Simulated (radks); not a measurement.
Values are calculated unless marked as measured or tabulated.
Question: The mean radii <r> (bohr) of the occupied orbitals of an atom or ion are listed with their occupations. Code: a radial shooting solver on a logarithmic mesh with Libxc functionals. Model: Dirac Kohn-Sham, PBE, spin-unpolarised, spherical densities, finite nucleus; Fermi nuclear charge, rms radius of each element as measured or else 0.836 A^(1/3) + 0.57 fm.

| orbital | occ. | <r> |
|---|---|---|
| 1s1/2 | 2 | 0.02001 |
| 2s1/2 | 2 | 0.08413 |
| 2p1/2 | 2 | 0.06991 |
| 2p3/2 | 4 | 0.07726 |
| 3s1/2 | 2 | 0.2165 |
| 3p1/2 | 2 | 0.2059 |
| 3p3/2 | 4 | 0.2187 |
| 3d3/2 | 4 | 0.1915 |
| 3d5/2 | 6 | 0.1955 |
| 4s1/2 | 1 | 0.4321 |

Name the element and its charge. Open shells, if any, are shared by 2j + 1.

Answer: Z = 69, thulium, charge +40: Tm40+ in [Ar] 3d10 4s1. The 1s radius gives Z: for a bare nucleus <r> = (2 gamma + 1)/(2Z) with gamma = sqrt(1 - (Z/c)^2), 0.01977 bohr for Z = 69, and screening makes it slightly larger (0.02001 here). The occupations add up to 29, and the charge is Z minus that.
